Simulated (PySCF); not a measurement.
A structure optimised at PBE0-D3(BJ)/def2-TZVPD, used in a PySCF frequency run:

```
Ca
Cl 1 2.3176
```
Charge +1, spin multiplicity 1.

Problem. Write its SMILES, formula and point group.

Solution. [Cl][Ca+], CaCl, C∞v

Problem. What are its rotational constants (standard atomic weights)?

Solution. 5.0017 GHz (linear rotor, B only)
